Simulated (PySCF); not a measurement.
Compound: CH6F2SeSi2.
SMILES with atom numbers: `[F:1][CH:2]([F:3])[SiH2:4][Se:5][SiH3:6]` (hydrogens: H7 on C2; H8, H9 on Si4; H10, H11, H12 on Si6)

Computed by this run: PBE0-D3(BJ)/def2-SVP geometry optimisation, gas phase (PySCF); density fitting, grid level 1; the optimiser is geomeTRIC in internal coordinates, started from a GFN2-xTB structure with every atom displaced at random (about 0.01 Å).

The end geometry, which sets the zero of energy:
```
atom  x, y, z in Å
F1     -0.5980   -1.6758    0.0055
C2     -1.5342   -0.7970   -0.4531
F3     -2.7316   -1.1460    0.0837
Si4    -1.0659    0.9773    0.1244
Se5     0.9120    1.6183   -0.8015
Si6     2.2173   -0.0034    0.1786
H7     -1.5984   -0.9180   -1.5501
H8     -1.0076    0.9451    1.6134
H9     -2.1043    1.9270   -0.3634
H10     3.5896    0.5783    0.2166
H11     1.7294   -0.2757    1.5605
H12     2.2317   -1.2572   -0.6241
```

**Question.** These geometries come from the run, each turned onto the end geometry. Order them by energy, lowest first.
A.
```
atom  x, y, z in Å
F1     -0.5851   -1.6292    0.1889
C2     -1.4762   -0.7937   -0.4270
F3     -2.7221   -1.1601   -0.0446
Si4    -1.1121    1.0064    0.1465
Se5     0.9056    1.6938   -0.6445
Si6     2.2018   -0.0308    0.1531
H7     -1.3835   -0.9535   -1.5169
H8     -1.1785    1.0062    1.6357
H9     -2.1318    1.9231   -0.4356
H10     3.5930    0.4996    0.0706
H11     1.8484   -0.3448    1.5661
H12     2.0805   -1.2441   -0.7016
```
B.
```
atom  x, y, z in Å
F1     -0.4791   -1.5547    0.2468
C2     -1.4044   -0.7836   -0.4058
F3     -2.6347   -1.2115   -0.0439
Si4    -1.1102    1.0366    0.1481
Se5     0.9089    1.7441   -0.6285
Si6     2.1224   -0.0550    0.1374
H7     -1.2697   -0.9629   -1.4886
H8     -1.2004    1.0439    1.6341
H9     -2.1431    1.9250   -0.4529
H10     3.5292    0.4247    0.0578
H11     1.7688   -0.3997    1.5395
H12     1.9523   -1.2340   -0.7536
```
C.
```
atom  x, y, z in Å
F1     -0.5653   -1.6411    0.1295
C2     -1.4727   -0.7939   -0.4383
F3     -2.7082   -1.1619   -0.0168
Si4    -1.0977    0.9996    0.1454
Se5     0.9015    1.6806   -0.6868
Si6     2.1906   -0.0220    0.1604
H7     -1.4222   -0.9363   -1.5333
H8     -1.1255    0.9866    1.6358
H9     -2.1286    1.9216   -0.4074
H10     3.5855    0.4986    0.0879
H11     1.8101   -0.3000    1.5747
H12     2.0726   -1.2589   -0.6605
```
D.
```
atom  x, y, z in Å
F1     -0.6112   -1.6346    0.3044
C2     -1.4550   -0.7714   -0.4017
F3     -2.7392   -1.1648   -0.1332
Si4    -1.1263    1.0632    0.1751
Se5     0.8888    1.6714   -0.5445
Si6     2.2483   -0.0737    0.1386
H7     -1.2624   -0.9672   -1.4655
H8     -1.2554    1.0474    1.6280
H9     -2.1418    1.8940   -0.4857
H10     3.5833    0.4890    0.0178
H11     1.8829   -0.3937    1.5252
H12     2.0280   -1.1866   -0.7679
```

**Answer.** C (0.004 eV), A (0.007 eV), B (0.027 eV), D (0.155 eV).

In the order of the answer:

| step | E above end (eV) | largest force (eV/Å) | rms force component (eV/Å) | rms distance from end (Å) | rms bond change (Å) | bond most changed (Å) |
| --- | --- | --- | --- | --- | --- | --- |
| 4 | 0.004 | 0.07 | 0.016 | 0.116 | 0.002 | Si4–Se5 -0.006 |
| 3 | 0.007 | 0.15 | 0.030 | 0.146 | 0.002 | F1–C2 +0.005 |
| 1 | 0.027 | 0.18 | 0.060 | 0.212 | 0.003 | F1–C2 +0.006 |
| 0 | 0.155 | 1.34 | 0.480 | 0.224 | 0.030 | Si4–Se5 -0.052 |

The cost below is that of the whole optimisation. The run took 87 s on one thread, Arm Neoverse V2 (aarch64), no GPU (shared host), and the process peaked at 0.56 GiB of memory.
